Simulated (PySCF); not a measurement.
An EPR property job and its printed output. Input:

```
{"job": {"kind": "epr", "basis": "pcH-1"}, "charge": 0, "multiplicity": 2}
C     -1.721613     0.397268     0.581883
S     -0.859495    -0.035474    -0.948424
O     -0.077631     1.102445    -1.373518
O     -1.822118    -0.577319    -1.866509
C      0.212676    -1.369335    -0.496897
S      1.893750    -1.217127    -0.349128
C      2.051235     0.418384     0.457276
F      1.421124     0.410037     1.664638
H     -2.394927     1.214697     0.356168
H     -2.276363    -0.476804     0.895428
H     -0.996257     0.691913     1.328612
H     -0.123940    -2.331238    -0.834823
H      3.114541     0.598436     0.624501
H      1.578342     1.173645    -0.175871
```

The calculation used PySCF, UKS B3LYP, pcH-1 on C F H O S, non-relativistic, mean-field spin-orbit, GIAO. The structure is a single GFN2-xTB conformer in the gas phase; no vibrational or solvent corrections. The geometry wasn't refined by DFT: couplings that depend on bond lengths, twists or pyramidal angles can differ widely from those at the functional's own minimum.

Output of the driver script. The program numbers atoms from 0.

```
UKS, coarse grid
  cycle   1  E = -1164.19389441  |g| = 9.47e-01
  cycle   2  E = -1162.89406090  |g| = 2.02e+00
  cycle   3  E = -1164.44925811  |g| = 3.04e-01
  cycle   4  E = -1164.48643786  |g| = 1.32e-01
  cycle   5  E = -1164.49257866  |g| = 5.25e-02
  cycle   6  E = -1164.49369949  |g| = 1.30e-02
  cycle   7  E = -1164.49375115  |g| = 8.32e-03
  cycle   8  E = -1164.49378229  |g| = 2.66e-03
  cycle   9  E = -1164.49378728  |g| = 1.06e-03
  cycle  10  E = -1164.49378757  |g| = 4.32e-04
UKS, final grid
  cycle   1  E = -1164.49386984  |g| = 6.07e-04
  cycle   2  E = -1164.49386943  |g| = 1.12e-03
  cycle   3  E = -1164.49387003  |g| = 1.13e-04
  cycle   4  E = -1164.49387004  |g| = 3.21e-05
  cycle   5  E = -1164.49387004  |g| = 1.92e-05
E = -1164.49387004 Eh   <S^2> = 0.7544 (exact 0.7500)
g shifts (ppm)      1          2          3
  rmc          -188       -188       -188
  gc             15         57         43
  oz_so         112       2136       5284
  total         -61       2006       5140
hyperfine (MHz)  atom isotope    a_iso     a_fc   dipolar eigenvalues
    0   13C       0.28       0.29     -1.37     -0.80      2.16
    1   33S       6.43       6.42     -1.48     -0.24      1.72
    2   17O      -2.64      -2.61     -7.00      3.10      3.90
    3   17O      -5.13      -5.15    -12.75      5.82      6.93
    4   13C     123.46     123.16    -61.98    -61.70    123.67
    5   33S       9.47       9.87    -29.37    -25.99     55.36
    6   13C      18.99      19.00     -1.54     -1.05      2.58
    7   19F      31.25      30.77    -20.46    -17.55     38.00
    8    1H      14.06      14.06     -1.32     -1.01      2.33
    9    1H       2.70       2.70     -2.63     -2.19      4.82
   10    1H       2.51       2.51     -2.53     -2.10      4.63
   11    1H     -45.68     -45.77    -28.41     -2.70     31.10
   12    1H       0.15       0.15     -2.57     -1.83      4.40
   13    1H       7.71       7.71     -2.72     -2.17      4.88
```

|g| in the SCF lines is the orbital gradient. In the g block, columns 1 to 3 are the principal axes in rising order; rmc is the relativistic mass correction, gc the gauge correction and oz_so the orbital-Zeeman/spin–orbit term. a_fc is the Fermi-contact part of a_iso, the rest being spin–orbit.

Task: What does the output say about convergence, stability and spin contamination?

Result: The SCF converged after 15 cycles in all, 10 of them on the coarse grid; no stability test was run. ⟨S²⟩ = 0.7544 against the exact 0.7500, so spin contamination is small.

Task: What are the principal g values and g_iso?

Result: Adding the total shifts to 2.002319 gives 2.00226, 2.00433, 2.00746; their mean shift is 2361 ppm, so g_iso = 2.00468.

Task: Which couplings shape the isotropic spectrum at natural abundance (0.05 mT or more)? Keep the log's numbering.

Result: atom 11 (1H, I = 1/2): -45.7 MHz = 1.63 mT in magnitude, a 1:1 doublet; atom 7 (19F, I = 1/2): 31.3 MHz = 1.11 mT in magnitude, a 1:1 doublet; atoms 8, 9, 10 (1H, I = 1/2): mean 6.4 MHz = 0.23 mT in magnitude, a 1:3:3:1 quartet; atoms 12, 13 (1H, I = 1/2): mean 3.9 MHz = 0.14 mT in magnitude, a 1:2:1 triplet. Together 48 lines to first order. Nuclei that the bonding pattern makes equivalent are averaged, as if the motion that swaps them (rotation, inversion, ring flip) were fast. The three 1H nuclei of mean +6.4 MHz run from 2.5 to 14.1 MHz in the frozen geometry. The 1H value of +3.9 MHz is a mean of couplings from 0.2 to 7.7 MHz in this one geometry, not an average over conformers.

Task: How large is the spin–orbit part of a_iso for atom 4 (13C)?

Result: a_iso − a_fc = 123.46 − (123.16) ≈ +0.31 MHz.

The species is `CS(=O)(=O)[CH]SCF` [radical]. The run used 280 basis functions and 11 iterations of the response equations.

Shape of the structure used: `[CH3:1][S:2](=[O:3])(=[O:4])[CH:5][S:6][CH2:7][F:8]`: C1–S2–C5–S6 -107°, S2–C5–S6–C7 40°, C5–S6–C7–F8 60°.
Labels such as C1 count atoms from 1, the log's own numbers from 0.
